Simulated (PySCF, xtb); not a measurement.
C3H6BFO, SMILES C=C(F)B(C)O. One conformer was computed; it need not be the lowest.

Harmonic wavenumbers (cm⁻¹) from GFN2-xTB (xtb 6.7.1) at its own minimum, in rising order: 44, 60, 159, 269, 291, 408, 438, 512, 649, 666, 725, 859, 867, 902, 912, 929, 1109, 1225, 1321, 1362, 1392, 1483, 1495, 1657, 3019, 3022, 3038, 3108, 3169, 3595.

Q: What does PBE0-D3(BJ)/def2-SVP (PySCF 2.14.0) give at its own minimum? (An estimate is asked for; the answer gives what the named calculation found.)

A: 54, 78, 181, 310, 312, 440, 459, 525, 618, 683, 767, 835, 889, 922, 952, 963, 1179, 1287, 1354, 1381, 1399, 1422, 1472, 1725, 3050, 3139, 3154, 3182, 3298, 3911. Paired by order, the mean absolute difference is 51 cm⁻¹ and the zero-point energies are 55.3 and 57.1 kcal/mol.
